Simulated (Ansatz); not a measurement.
A nudged elastic band was laid between two geometries of FH5Si2Zn (9 atoms, charge 0, multiplicity 1).

Level of theory: RKS B3LYP-D4/def2-SVP (Ansatz 0.2.0).

```json
{
 "movable images": "5",
 "climbing image": "yes",
 "spring": "5.0 eV/Å²",
 "optimiser": "quadratic models (default)",
 "start path": "through a guess of the saddle point",
 "force threshold": "0.05 eV/Å",
 "iteration limit": "60",
 "end points": "relaxed"
}
```

First end point:

```xyz
9
Properties=species:S:1:pos:R:3
F 1.759 1.712 -1.592
Si 0.260 1.645 -0.929
Zn -0.044 -0.419 0.233
Si -0.430 -2.525 1.436
H -0.724 1.826 -2.043
H 0.120 2.837 -0.035
H 0.890 -2.087 0.670
H -1.256 -1.976 0.197
H -0.487 -1.061 2.045
```

Last end point:

```xyz
9
Properties=species:S:1:pos:R:3
F 0.877 1.806 -2.682
Si 0.354 2.080 -1.147
Zn 0.008 -0.018 0.008
Si -0.347 -2.085 1.181
H -0.888 2.913 -1.253
H 1.377 2.958 -0.490
H 0.507 -2.188 2.408
H -0.029 -3.274 0.328
H -1.769 -2.237 1.629
```

Question: What changes between the two ends?

Answer: No bond is made or broken.

Question: What energy profile does the band end with?

Answer: The run converged. The highest image is number 2 of 0 to 6, 52.9 kJ/mol above the first end and 121.0 kJ/mol above the last; the last end lies 68.1 kJ/mol below the first. Neighbouring images differ by up to 1.3 eV, so the band resolves the path poorly. A vibrational analysis at the climbing image gives 2 clearly imaginary modes (782i, 62i cm⁻¹): a point of higher order, so a lower path passes nearby.

```
image  path coordinate (Å)  energy (kJ/mol)
    0                 0.00              0.0
    1                 0.53             19.0
    2                 1.06             52.9
    3                 2.22            -68.0
    4                 3.37            -68.1
    5                 4.53            -68.1
    6                 5.69            -68.1
```

Question: What is the geometry of the highest image?

Answer: 
```xyz
9
Properties=species:S:1:pos:R:3
F 1.824 1.924 -1.647
Si 0.293 1.854 -1.053
Zn -0.052 -0.249 0.130
Si -0.399 -2.407 1.371
H -0.636 2.056 -2.213
H 0.115 3.054 -0.171
H 1.020 -2.455 0.917
H -1.397 -2.477 0.267
H -0.679 -1.346 2.382
```

Time of the run: 86 s on 2 threads of AMD EPYC 9R45 (Zen 5), on a shared host, peak memory 0.27 GiB.
